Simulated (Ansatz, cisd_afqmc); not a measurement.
System: C, charge 0, triplet.

Total energies in aug-cc-pVDZ, 4 correlated electrons, 1 frozen orbitals. Open shells are spin-unrestricted; no spin-orbit coupling. Correlated methods leave the cores frozen. No relativity. The Monte Carlo rows (phaseless AFQMC, CISD trial, step 0.005/hartree) carry one-sigma bars that omit the constraint's bias. Outlying blocks are dropped, and bars are widened where a walk drifts. Over all cases where full CI ran beside it in this data, AFQMC minus full CI had a median of +0.1 mEh and passed +0.4 mEh in a tenth of the cases. Full CI freezes restricted core orbitals and the other rows unrestricted ones, which leaves a small offset even where coupled cluster is exact.

```csv
method,program,energy (Eh),error against FCI (mEh)
HF,Ansatz,-37.68776,77.48
MP2,Ansatz,-37.74146,23.78
CCSD,Ansatz,-37.76360,1.64
CCSD(T),Ansatz,-37.76487,0.38
CCSDT(Q),Ansatz,-37.76529,-0.05
CCSDTQ,Ansatz,-37.76530,-0.06
AFQMC/CISD,cisd_afqmc,-37.7651 ± 0.0001,0.1 ± 0.1
FCI,Ansatz,-37.76524,0.00
```

Ansatz is an electronic-structure program.
